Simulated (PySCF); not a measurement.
# Electron correlation in Hg (mercury, neutral)

[Xe] 4f14 5d10 6s1 7s1, 7s spin antiparallel (an excited configuration). All numbers are calculated (PySCF 2.14, scalar relativity through the core potential, in aug-cc-pVTZ-PP with ECP60MDF (6s6p5d3f2g, 88 functions)). Frozen: 5s2 5p6; 12 electrons correlated.

MP2 pair energies summed by pair of shells (mhartree):

```json
{"pair": "5d-5d", "energy": "-332.13", "share (%)": "72.0"}
{"pair": "5d-6s", "energy": "-54.56", "share (%)": "11.8"}
{"pair": "5d-7s", "energy": "-54.56", "share (%)": "11.8"}
{"pair": "6s-7s", "energy": "-19.80", "share (%)": "4.3"}
```

Total MP2 correlation energy: -461.05 mhartree.

Same-spin part -156.99 and opposite-spin part -304.05 mhartree; SCS-MP2 scales them by 1/3 and 6/5 to -417.19 mhartree.
